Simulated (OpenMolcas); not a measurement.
## Cr5+, Mo5+, W5+: d down the group

```yaml
Program: OpenMolcas
Method: SS-CASPT2, IPEA 0.25 Eh, imaginary shift 0.1 Eh
Basis: ANO-R2
Scalar_Hamiltonian: X2C, finite nucleus
Spin-orbit_coupling: state interaction with AMFI integrals over the reference wave functions, term energies averaged over their components
```

Active space for each ion: 1 electron in 5 orbitals (d); closed shells correlated by CASPT2: Cr5+ 3s 3p; Mo5+ 4s 4p; W5+ 5s 5p.

Computed levels in cm-1 above 2D 3/2:

```
                               Level  Cr5+  Mo5+   W5+
                              2D 5/2   930  2540  9520
weight of 2D in the lowest level (%)   100   100   100
```

Measured, with the error of the calculation in %. Measured levels: Cr5+ from Sugar and Corliss, J. Phys. Chem. Ref. Data 6, 317 (1977); Mo5+ from Sugar and Musgrove, J. Phys. Chem. Ref. Data 17, 155 (1988); W5+ from the list in J. Phys. B 45, 035002 (2012).

```csv
Level,Cr5+,Mo5+,W5+
2D 5/2,940 (-1.0),2584 (-1.8),8709 (+9.3)
```

The fine-structure level 2D 5/2 changes by a factor of 10.2 from Cr5+ to W5+.

CASPT2 breaks the degeneracy within a term, and the mean is taken; among the terms shown or strongly mixed into the levels shown the widest spread is 21 cm-1 (3d 2D, Cr5+). With one active electron, CASPT2 adds the correlation within the correlated inactive shells and between them and that electron, and leaves the splitting within a term as the reference gives it. Measured partners are found by configuration, term and J. A level has none where our copy of the source lacks it or the pairing is in doubt (some pairs that miss far off the trend of their configuration count as doubtful), and it then counts in no deviation. Levels of configurations outside the active space are missing.
